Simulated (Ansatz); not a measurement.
The first iterations of a band of BrH + H5NSn (9 atoms, charge 0, multiplicity 1).

Computed with Ansatz, RHF/def2-SVP.

| Property | Result |
| --- | --- |
| movable images | 9 |
| climbing image | yes |
| spring | 5.0 eV/Å² |
| optimiser | quadratic models (default) |
| start path | through a guess of the saddle point |
| force threshold | 0.05 eV/Å |
| iteration limit | 60 |
| end points | relaxed |

Initial state:

```xyz
9
Properties=species:S:1:pos:R:3
Sn -1.130 -0.730 -0.313
N 0.836 -0.287 0.122
H -1.328 -2.409 -0.585
H -2.033 -0.232 1.043
H -1.509 0.154 -1.718
H 1.155 1.660 0.441
Br 1.336 3.067 0.661
H 1.185 -0.716 0.964
H 1.487 -0.506 -0.614
```

Final state:

```xyz
9
Properties=species:S:1:pos:R:3
Sn -1.452 0.129 -0.603
N 1.486 -0.444 0.702
H -0.618 -0.984 -1.571
H -1.650 -0.280 1.030
H -2.980 0.462 -1.300
H 1.826 0.501 0.648
Br -0.284 2.368 -0.743
H 1.553 -0.732 1.663
H 2.119 -1.020 0.174
```

| iteration | highest image above the first end (eV) | largest band force component (eV/Å) |
| --- | --- | --- |
| 1 | 1.256 | 5.386 |
| 2 | 0.547 | 2.321 |
| 3 | 0.207 | 8.674 |
| 4 | 0.140 | 2.111 |
| 5 | 0.115 | 0.642 |
| 6 | 0.109 | 0.584 |
| 7 | 0.092 | 0.804 |
| 8 | 0.034 | 0.702 |
| 9 | 0.017 | 0.467 |
| 10 | 0.029 | 0.871 |
| 11 | 0.028 | 0.251 |
| 12 | 0.034 | 0.283 |
| 13 | 0.042 | 0.348 |
| 14 | 0.045 | 0.356 |

Q: Does the band converge within its limit, and where does its top end?

A: The forces met the threshold. It ended after 44 iterations with the highest image 0.096 eV above the first end. A vibrational analysis at the climbing image gives one clearly imaginary mode, 746i cm⁻¹: a first-order saddle point. The orbitals stay closed-shell, which can raise the energy where a bond breaks towards radicals; this wasn't checked here.

Time of the run: 11 min on 2 threads of Arm Neoverse V1, on a shared host, peak memory 0.26 GiB.
